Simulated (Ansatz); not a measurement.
Two structures of Si$_{2}$H$_{6}$SO, closed shell, reached by relaxing down either side of one saddle point (PBE0-D4/def2-TZVP). Energies are electronic, without zero-point energy. Ansatz 0.2.0; basis: def2-TZVPP and def2-QZVPP; cores frozen in the correlated methods. Extrapolation: Hartree–Fock as exp(−7.88 √X), correlation as X^−2.97. First:

```csv
atom,x (Å),y (Å),z (Å)
Si1,0.2457,0.6656,-0.2012
S2,1.6013,-0.3112,-1.5384
O3,-0.9915,1.4250,-0.9827
H4,-1.4932,0.9043,-1.6129
H5,0.9399,1.7614,0.5161
Si6,-0.4742,-1.0380,1.2416
H7,2.0774,0.8249,-2.0777
H8,0.6688,-1.5575,2.0381
H9,-1.0575,-2.1561,0.4498
H10,-1.5167,-0.5184,2.1670
```

Second:

Si1  (-0.131, 1.036, 0.189)
S2  (1.319, 0.014, -1.650)
O3  (-1.201, 1.766, -0.626)
H4  (0.209, -0.425, -2.270)
H5  (1.067, 1.731, 0.763)
Si6  (-0.560, -0.996, 1.294)
H7  (1.255, 1.203, -2.277)
H8  (0.708, -1.593, 1.799)
H9  (-1.184, -1.954, 0.339)
H10  (-1.482, -0.783, 2.440)
(Å)

Q: Which bonds change from the first to the second?

A: Si₂H₆SO ([OH][SiH]([SiH3])[SH]) → Si₂H₄O ([O][SiH][SiH3]) + H₂S (still joined by a long Si–S bond); bonds formed: S2–H4; bonds broken: O3–H4; bonds weakened to dative contacts: Si1–S2.

Q: Give the saddle point's structure and its height above each. (Judge from chemistry; the value comes from the calculation.)

A: The calculation gives: 2.300 eV above the first and 0.169 eV above the second (CCSD(T) at an estimated basis limit (MP2 extrapolated from triple and quadruple zeta, plus CCSD(T) − MP2 in triple zeta)).
Si1  (-0.126, 0.841, 0.031)
S2  (1.066, -0.131, -1.884)
O3  (-1.186, 1.393, -0.961)
H4  (-0.151, 0.588, -2.075)
H5  (0.955, 1.710, 0.592)
Si6  (-0.528, -1.041, 1.375)
H7  (1.813, 0.973, -2.063)
H8  (0.750, -1.529, 1.962)
H9  (-1.130, -2.118, 0.545)
H10  (-1.462, -0.687, 2.477)
(Å)

No T1 diagnostic of these runs exceeds 0.018.

Labels in which every atom is bracketed show which atoms are joined, not bond orders.

For scale, one of the runs: CCSD(T)/def2-TZVPP, 241 basis functions, launched by `ansatz run in.yaml --threads 4 --pin off --events-out ev --progress --plain --max-ram 9574MiB`. Time: 64 s of wall clock on 4 CPU threads of an Arm Neoverse V2; the host was shared. Peak host memory: 4.2 GiB.
